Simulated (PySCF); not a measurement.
Sn(SH)2, SMILES [SH][Sn][SH], singlet (PBE0/def2-SVP optimised geometry):

```
5

Sn    -0.545    -0.563     0.000
S      1.905    -0.563     0.000
H      1.975    -1.913     0.000
S     -0.623     1.886     0.000
H     -1.975     1.913    -0.001
```

Calculation: PBE0/def2-TZVP, def2 effective core potentials past Kr in PySCF.

Problem. What are the frontier orbital energies and the dipole moment?

Solution. HOMO-2 -7.97 eV, HOMO-1 -7.26 eV, HOMO -7.10 eV, LUMO -2.52 eV, LUMO+1 -0.78 eV; dipole moment 3.17 D.

On the same geometry PySCF with PBE/def2-TZVP, def2 effective core potentials past Kr gives HOMO-2 -6.79 eV, HOMO-1 -6.13 eV, HOMO -6.12 eV, LUMO -3.13 eV, LUMO+1 -1.43 eV; dipole moment 2.94 D.
